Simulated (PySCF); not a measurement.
## An isoelectronic set: 48 electrons

HF in PySCF with def2-TZVPPD on every atom, for the lowest determinant that a PBE0 search found; no spin–orbit coupling. All have 48 electrons, 10 of them in the valence shells, and the same state, a singlet (closed shell). For ions De leads to the atom and ion picked by measured ionisation energies and electron affinities.

| species | difference of nuclear charges | Re (Å) | ωe (cm⁻¹) | k (mdyn/Å) | De (eV) | dissociates to |
| --- | --- | --- | --- | --- | --- | --- |
| ZnCl⁻ | 13 | 2.552 | 162 | 0.348 | n/a | Zn + Cl⁻ |
| GeP⁻ | 17 | 2.043 | 608 | 4.75 | n/a | Ge⁻ + P |
| SiAs⁻ | 19 | 2.075 | 613 | 4.50 | n/a | Si⁻ + As |
| GaCl | 14 | 2.231 | 360 | 1.77 | 3.64 | Ga + Cl |
| SiSe | 20 | 2.044 | 632 | 4.87 | 3.28 | Si + Se |
| AlBr | 22 | 2.331 | 367 | 1.59 | 3.52 | Al + Br |
| GeCl⁺ | 15 | 2.055 | 526 | 3.87 | 3.16 | Ge⁺ + Cl |
| SiBr⁺ | 21 | 2.103 | 549 | 3.67 | 3.20 | Si⁺ + Br |

For an ion De counts to the pair picked by the measured ionisation energies or electron affinities, which need not be the lowest pair at this level. Where the molecule has an RHF reference, its open-shell atoms are computed with UHF. Hartree–Fock leaves out correlation, which carries a large part of most bond energies and some tenths to 1 eV of ionisation energies.
